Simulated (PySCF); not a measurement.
Species: C7H12BN.
Cartesian coordinates in Å at the PBE0-D3(BJ)/def2-SVP level; atoms count from 1:
```
atom  x, y, z in Å
C1    -3.2547   -0.3727   -0.1129
C2    -1.7551   -0.5118   -0.3398
B3    -0.9010    0.4933    0.6053
N4     0.6527    0.2454    0.2785
C5     1.2506    0.9283   -0.7066
C6     2.5652    0.6834   -1.0768
C7     3.2826   -0.3011   -0.4016
C8     2.6532   -1.0060    0.6216
C9     1.3355   -0.7031    0.9331
H10   -3.8493   -1.0491   -0.7502
H11   -3.5187   -0.5895    0.9352
H12   -3.5928    0.6563   -0.3178
H13   -1.4532   -1.5622   -0.1573
H14   -1.5272   -0.3231   -1.4075
H15   -1.1035    1.6791    0.3500
H16   -1.0265    0.2466    1.8035
H17    0.6312    1.6875   -1.1872
H18    3.0151    1.2647   -1.8831
H19    4.3203   -0.5141   -0.6674
H20    3.1739   -1.7842    1.1816
H21    0.7820   -1.2102    1.7252
```

All values: PBE0/pcSseg-1 (PySCF, non-relativistic), on one gas-phase PBE0-D3(BJ)/def2-SVP geometry that isn't relaxed in the solvent. The solvent is an IEF-PCM continuum (Bondi radii, 1.10 Å for H, scaled by 1.2). Only the electrostatic response of the medium enters.

Gas phase at PBE0/pcSseg-1: HOMO -6.99 eV, LUMO -2.01 eV, dipole 6.65 D.

Question: What does the continuum do to the energy, the frontier levels and the dipole at PBE0/pcSseg-1 in methanol and dimethylsulfoxide?

Answer: 
```csv
solvent,ε,E(solvent) − E(gas) (kcal/mol),polarisation term (kcal/mol),distortion of the solute (kcal/mol),HOMO (eV),LUMO (eV),dipole (D)
methanol,32.61,-8.55,-10.28,1.73,-7.36,-1.63,8.46
dimethylsulfoxide,46.83,-8.68,-10.46,1.78,-7.36,-1.63,8.49
```

The first energy column is the sum of the next two and covers electrostatics alone. From methanol to dimethylsulfoxide the lowering changes by a factor 1.02, Onsager's factor (ε − 1)/(2ε + 1) by 1.01 and ε itself by 1.4.

Question: Which radius a makes the point-dipole formula ΔE = −[(ε − 1)/(2ε + 1)]·μ²/a³ give the value in dimethylsulfoxide, with the gas-phase dipole?

Answer: μ = 2.615 au and |ΔE| = 0.01383 Eh give a = 3.29 Å; the farthest nucleus lies 4.31 Å from the centroid of the nuclei, so such a sphere wouldn't even hold the nuclei. The formula assumes a rigid point dipole at the centre of a sphere.

Question: Give the dipole vector in the frame of the coordinates (D, pointing from negative to positive charge), gas and dimethylsulfoxide.

Answer: Gas (6.40, -1.10, -1.42), solvent (8.10, -1.57, -1.99). Its length changes by +28 % and its direction by 2°.

Question: Which Hirshfeld charges (PBE0/pcSseg-1) respond most in dimethylsulfoxide (means over atoms taken as equivalent)?

Answer: 
```
  atoms                   environment  gas (e)  solvent (e)  change
H15/H16                  B–H hydrogen   -0.105       -0.121  -0.016
    H19             aromatic hydrogen   +0.068       +0.082  +0.014
     C7            aromatic CH carbon   -0.014       -0.002  +0.012
H18/H20             aromatic hydrogen   +0.067       +0.080  +0.013
     N4  nitrogen bonded to B and 2 C   +0.023       +0.011  -0.012
  C6/C8            aromatic CH carbon   -0.036       -0.028  +0.008
```

Question: Which Mayer bond orders change most in dimethylsulfoxide?

Answer: 
```csv
bond,length (Å),gas,solvent,change
B3–N4,1.607,0.565,0.601,+0.036
N4–C5,1.339,1.312,1.295,-0.017
C9–N4,1.340,1.311,1.294,-0.017
C2–B3,1.623,0.931,0.944,+0.013
C8–C9,1.387,1.409,1.421,+0.012
C5–C6,1.388,1.409,1.420,+0.011
C1–C2,1.523,1.071,1.065,-0.006
C6–C7,1.393,1.409,1.405,-0.004
```
